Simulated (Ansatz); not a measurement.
Basis-set series for FGaH2Se, SMILES `[F][GaH][SeH]`. Charge 0, multiplicity 1. All single points use the PBE0-D4/def2-TZVP geometry. It is one conformer, not always the lowest.

| functional | basis | functions | energy (Eh) | HOMO (eV) | LUMO (eV) |
| --- | --- | --- | --- | --- | --- |
| PBE0-D4 | def2-SVP | 88 | -4426.27724 | -7.58 | -1.20 |
| PBE0-D4 | def2-TZVPP | 155 | -4426.94616 | -7.68 | -1.32 |
| ωB97M-V | def2-SVP | 88 | -4426.63949 | -9.68 | 0.56 |
| ωB97M-V | def2-TZVPP | 155 | -4427.30891 | -9.81 | 0.38 |

Give the rows for def2-QZVPP. (An estimate is asked.)

Ansatz gave: 
```csv
functional,basis,functions,energy (Eh),HOMO (eV),LUMO (eV)
PBE0-D4,def2-QZVPP,295,-4427.04640,-7.70,-1.36
ωB97M-V,def2-QZVPP,295,-4427.40587,-9.83,0.23
```

Positive LUMOs are unbound and depend on the basis. Scalar relativity is left out up to krypton.
